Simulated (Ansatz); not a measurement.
Relaxation of Cl₃GeH (5 atoms, charge 0, multiplicity 1), to a largest force component of 0.02 eV/Å in at most 40 steps.

All numbers below come from Ansatz 0.2.0, RKS PBE0-D4/def2-SVP.

```xyz
5
Properties=species:S:1:pos:R:3
Ge 0.000 0.000 0.000
H 0.000 0.000 1.550
Cl 2.094 0.000 -0.739
Cl -1.046 1.812 -0.739
Cl -1.046 -1.812 -0.739
```

Question: Where does it end, and by what steps?

Answer: It converged. After 2 steps the energy has fallen by 0.188 eV; Cl3 moved furthest, 0.09 Å.

```tsv
step	energy less start (eV)	largest force component (eV/Å)	accepted
0	0.0000	1.297	yes
1	-0.1862	0.130	yes
2	-0.1876	0.010	yes
```

```xyz
5
Properties=species:S:1:pos:R:3
Ge 0.000 0.000 0.011
H 0.000 0.000 1.537
Cl 2.000 0.000 -0.738
Cl -0.999 1.732 -0.739
Cl -0.999 -1.732 -0.739
```

Whether the end is a true minimum wasn't checked by a vibrational analysis.

The run took 7.2 s on 2 threads of Arm Neoverse V2 (shared host), peak memory 0.2 GiB.
